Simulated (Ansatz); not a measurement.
Start from `CBC(C)C` and change one atom or group to get `C[CH](C)[Sn][Cl]`.

Ansatz, PBE0-D4/def2-TZVP geometries, multiplicity 1. Each molecule was computed in one conformer, which needn't be the lowest.

Elements past krypton have def2 core potentials.

| property | `CBC(C)C` |
| --- | --- |
| LUMO energy (ωB97M-V/def2-TZVPP) / eV | 1.17 |
| HOMO–LUMO gap (PBE/def2-TZVPP) / eV | 4.99 |
| HOMO energy (PBE0/def2-TZVPP) / eV | -8.05 |
| ideal-gas entropy at 298 K and 1 bar (rigid rotor, harmonic PBE0-D4/def2-TZVP) / J/(mol·K) | 361 |
| HOMO energy (PBE/def2-TZVPP) / eV | -6.72 |
| HOMO energy (B3LYP/def2-TZVPP) / eV | -7.88 |

Give the same properties after the change, and the shifts. (Estimate.)

Ansatz gave: 
| property | `C[CH](C)[Sn][Cl]` | shift |
| --- | --- | --- |
| LUMO energy (ωB97M-V/def2-TZVPP) / eV | -0.99 | -2.16 |
| HOMO–LUMO gap (PBE/def2-TZVPP) / eV | 1.81 | -3.18 |
| HOMO energy (PBE0/def2-TZVPP) / eV | -6.25 | 1.80 |
| ideal-gas entropy at 298 K and 1 bar (rigid rotor, harmonic PBE0-D4/def2-TZVP) / J/(mol·K) | 381 | 20 |
| HOMO energy (PBE/def2-TZVPP) / eV | -5.24 | 1.48 |
| HOMO energy (B3LYP/def2-TZVPP) / eV | -6.08 | 1.80 |

With PBE0 the HOMO rises by 1.80 eV and the LUMO falls by 2.01 eV, so the gap narrows by about 3.81 eV. PBE moves the HOMO by 1.48 eV and ωB97M-V by 2.07 eV. The zero-point energy changes by -127.0 kJ/mol with -12 modes. Modes under 60 cm⁻¹, often nearly free rotors, make the harmonic entropy too high.

B3LYP here is the variant with VWN-RPA as its local correlation; programs differ in this.
